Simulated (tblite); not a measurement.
C7H11N3.
Geometry (GFN2-xTB, Å), atoms numbered from 1 in this order:
```
atom  x, y, z in Å
C1     3.7424   -0.2081   -0.3777
C2     2.2623   -0.0708   -0.2759
C3     1.5151   -0.6350    0.7706
N4     0.2119   -0.4904    0.8217
C5    -0.3418    0.2180   -0.1720
C6    -1.8277    0.4092   -0.1547
C7    -2.2271    1.1570    1.1177
C8    -2.5151   -0.9546   -0.2271
N9     0.3392    0.7587   -1.1655
N10    1.6333    0.6150   -1.2173
H11    4.0183   -1.2598   -0.4401
H12    4.2205    0.2145    0.5049
H13    4.0944    0.3115   -1.2642
H14    1.9797   -1.2052    1.5665
H15   -2.0912    1.0048   -1.0334
H16   -1.7399    2.1287    1.1559
H17   -1.9306    0.5836    1.9924
H18   -3.3033    1.3074    1.1414
H19   -2.2308   -1.4752   -1.1389
H20   -2.2236   -1.5618    0.6263
H21   -3.5949   -0.8305   -0.2208
```

Computed values, GFN2-xTB/tblite, gas phase, harmonic and unscaled. Against measured fundamentals such values can be off by several per cent, at times by over 20. One conformer, not necessarily the lowest.

Harmonic wavenumbers (cm⁻¹): 26.1, 50.6, 76.8, 163.2, 171.8, 204.3, 236.1, 282.6, 320.3, 328.2, 357.9, 449.9, 502.5, 553.7, 636.6, 744.6, 778.6, 875.6, 880.5, 941.9, 949.3, 987.1, 990.2, 1022.8, 1065.4, 1070.1, 1134.2, 1155.4, 1175.4, 1226.9, 1250.4, 1304.7, 1332.8, 1366.2, 1384.7, 1395.3, 1403.1, 1414.3, 1454.6, 1463.0, 1486.8, 1492.7, 1495.9, 1504.7, 1505.4, 1556.6, 2963.3, 3011.8, 3021.7, 3029.3, 3033.5, 3036.9, 3040.2, 3042.7, 3044.7, 3048.0, 3062.6.

A = 3474, B = 801.6, C = 760.2 MHz; mass 137.095 u (most abundant isotopes); point group Cs, symmetry number 1.

Q: What is the zero-point energy?

A: ½Σν̃ = 37752 cm⁻¹ = 451.61 kJ/mol.

Q: Give the ideal-gas entropy at 500 K and 1 bar in the rigid-rotor, harmonic-oscillator model (classical rotation).

A: Translation 180.97, rotation 129.49, vibration 229.69: S = 540.1 J/(mol K).

Q: And Cp and H(500 K) − H(0)?

A: Cp = 254.04 J/(mol K), of which vibrations give 220.78 (their classical limit is 57 R = 473.9); H(500 K) − H(0) = 73.57 kJ/mol without the zero-point energy, 56.94 from vibrations.

Q: What must be added to the electronic energy to get the Gibbs energy at 500 K and 1 bar?

A: ZPE + [H(500 K) − H(0)] − T·S = 451.61 + 73.57 − 270.07 = 255.11 kJ/mol.

Q: Blend soft modes into free rotors: weight 1/[1 + (100 cm⁻¹/ν̃)⁴] for the oscillator and the rest for a rotor with moment μB/(μ + B), μ = h/(8π²ν), B = 10⁻⁴⁴ kg m². What vibrational entropy results?

A: 207.69 J/(mol K) in place of 229.69, which changes −T·S at 500 K by +11.00 kJ/mol.

Q: Which modes carry the vibrational entropy at 500 K?

A: 26.1 cm⁻¹: 29.84; 50.6 cm⁻¹: 24.34; 76.8 cm⁻¹: 20.88; 163.2 cm⁻¹: 14.67; 171.8 cm⁻¹: 14.26; 204.3 cm⁻¹: 12.85 J/(mol K); the other 51 give 112.84 together.

Hindered rotation and anharmonicity are outside this model. Other conformers, if any are populated, would add a mixing term that is left out.
